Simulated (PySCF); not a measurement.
# A ladder of Hamiltonians for Ir⁷⁵⁺ (iridium, charge +75)

Occupied: 1s1/2. Hartree-Fock calculated with PySCF 2.14 in an even-tempered Gaussian basis (15 s from 21 bohr⁻², ratio 2.7; 13 p from 25 bohr⁻², ratio 2.7), Gaussian nucleus throughout. NR is non-relativistic, sf-X2C the spin-free one-electron X2C Hamiltonian, X2C adds the bare one-electron spin-orbit term, X2C-SNSO screens it by Boettger's factors, DC is four-component Dirac-Coulomb, and the Gaunt and Breit terms are added at first order (total energies over the DC spinors, levels after relaxing the spinors in that mean field). QED terms are absent. Levels marked empty are virtual spinors of this ion.

```tsv
Hamiltonian	E (hartree)	E − E(DC) (hartree)	CPU seconds
NR	-5880.4711	551.2254	0.14
sf-X2C	-6428.2701	3.4263	0.08
X2C	-6428.2701	3.4263	0.08
X2C-SNSO	-6428.2701	3.4263	0.08
DC	-6431.6964	0.0000	1.6
DC+Gaunt	-6425.0104	6.6861	2.5
DC+Breit	-6425.0104	6.6861	25
```

Give the 2p spin-orbit interval with each Hamiltonian that has one.

X2C 1863; X2C-SNSO 1836; DC 1825; DC+Gaunt 1802; DC+Breit 1802 (eV).

| level (eV) | NR | sf-X2C | X2C | X2C-SNSO | DC | DC+Gaunt | DC+Breit |
| --- | --- | --- | --- | --- | --- | --- | --- |
| 1s1/2 | -79356.2 | -86668.9 | -86668.9 | -86668.9 | -86761.5 | -86580.8 | -86580.8 |
| 2s1/2 (empty) | -19337.9 | -21585.9 | -21585.9 | -21585.9 | -21596.7 | -21575.9 | -21578.5 |
| 2p1/2 (empty) | -19194.0 | -20069.4 | -21411.7 | -21390.7 | -21386.4 | -21343.0 | -21349.0 |
| 2p3/2 (empty) | -19194.0 | -20069.4 | -19548.6 | -19554.9 | -19561.7 | -19541.3 | -19547.2 |
| 3s1/2 (empty) | -8535.1 | -9325.3 | -9325.3 | -9325.3 | -9328.4 | -9322.5 | -9323.3 |

Weight of the small component: 1s1/2 0.0856, 2s1/2 0.0212, 2p1/2 0.0211, 2p3/2 0.0193, 3s1/2 0.00926.

Koopmans' value for the highest occupied level at DC+Breit: 86580.8 eV, against an ionisation energy of 86442.44 ± 0.25 eV (theoretical estimate listed by NIST; NIST Atomic Spectra Database, ionization energies); the former lacks relaxation, correlation, QED and recoil.

The whole ladder took 33 s of wall time on 1 thread of Intel(R) Xeon(R) 6975P-C (shared host), launched as `OMP_NUM_THREADS=1 python relrun2.py TASK.json OUT` (a driver that calls PySCF for each Hamiltonian).
